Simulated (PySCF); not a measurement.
## How the method moves the HOMO and LUMO of `OB(O)O`

BH₃O₃.
Z-matrix (Å and degrees, PBE0-D3(BJ)/def2-SVP geometry), rows numbered from 1:
```
O 
B   1  1.3597
O   2  1.3886  1  121.63
O   2  1.3601  1  116.71  3  -177.26
H   1  0.9612  2  111.02  3     1.24
H   3  0.9596  2  115.14  1    90.71
H   4  0.9609  2  110.92  1   176.76
```

Basis pcSseg-2 throughout (PySCF), one geometry. Geometry: PBE0-D3(BJ)/def2-SVP, one conformer, isolated molecule.

Q: How do the orbital energies, the gap and the dipole change with the method?

A: 
| method | kind | HOMO (eV) | LUMO (eV) | gap (eV) | μ (D) | SCF cycles |
| --- | --- | --- | --- | --- | --- | --- |
| OPBE | GGA | -7.17 | -0.60 | 6.57 | 2.67 | 14 |
| BLYP | GGA | -7.18 | -0.87 | 6.31 | 2.73 | 14 |
| PBE | GGA | -7.25 | -0.79 | 6.46 | 2.71 | 14 |
| B97-D | GGA | -7.29 | -0.63 | 6.65 | 2.72 | 14 |
| BP86 | GGA | -7.37 | -0.67 | 6.69 | 2.71 | 14 |
| KT3 | GGA | -7.40 | -0.98 | 6.42 | 2.63 | 14 |
| KT2 | GGA | -7.40 | -0.80 | 6.60 | 2.64 | 14 |
| LDA | LDA | -7.46 | -0.90 | 6.56 | 2.81 | 14 |
| B97-2 | global hybrid | -8.74 | 0.04 | 8.78 | 2.79 | 12 |
| B3LYP | global hybrid | -8.79 | -0.39 | 8.40 | 2.81 | 13 |
| PBE0 | global hybrid | -9.06 | 0.00 | 9.06 | 2.81 | 12 |
| mPW1PW91 | global hybrid | -9.09 | 0.00 | 9.10 | 2.81 | 12 |
| CAM-B3LYP | range-separated hybrid | -10.63 | 0.63 | 11.26 | 2.88 | 13 |
| BHandHLYP | global hybrid | -10.85 | 0.49 | 11.34 | 2.92 | 13 |
| wB97X-D | range-separated hybrid | -11.02 | 1.79 | 12.81 | 2.84 | 13 |
| LC-wPBE | range-separated hybrid | -11.98 | 1.91 | 13.89 | 2.88 | 13 |
| HF | Hartree–Fock | -13.68 | 2.28 | 15.96 | 3.03 | 10 |

The HOMO spans 6.51 eV, from OPBE down to HF, and the gap runs from 6.31 eV (BLYP) to 15.96 eV (HF). Over the methods OPBE (0 %), BLYP (0 %), PBE (0 %), B97-D (0 %), BP86 (0 %), KT3 (0 %), KT2 (0 %), LDA (0 %), B97-2 (21 %), B3LYP (20 %), PBE0 (25 %), mPW1PW91 (25 %), BHandHLYP (50 %), HF (100 %), a straight line through the gap against the share of exact exchange rises by 0.95 eV for each 10 % (correlation coefficient 0.999). The dipole ranges from 2.63 D (KT3) to 3.03 D (HF). This basis has no diffuse functions.
